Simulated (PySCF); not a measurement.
Computed IR spectrum (relative IR intensity) of a molecule C4H5Cl. Geometry optimised at PBE-D3(BJ)/def2-SVP. One conformer was computed; it need not be the lowest. Method: PySCF 2.14.0 with PBE-D3(BJ)/def2-SVP. Frequencies are harmonic and unscaled.

Lines under 2 % of the strongest are left out, and lines within 2 cm⁻¹ are merged.

ν (cm⁻¹): 378 (vw), 416 (w), 510 (vw), 629 (s), 840 (vs), 873 (w), 900 (s), 973 (m), 986 (w), 1199 (vs), 1332 (m), 1376 (w), 1603 (vs), 1659 (w), 3085 (w), 3096 (w), 3194 (vw) (against the strongest line: vs over 80 %, s over 45 %, m over 15 %, w over 4 %, vw less)

### Question
Which structure fits?
A) C=CC(=C)Cl
B) C#CCCCl
C) ClC1=CCC1
D) C=C=CCCl

### Answer
A, C=CC(=C)Cl
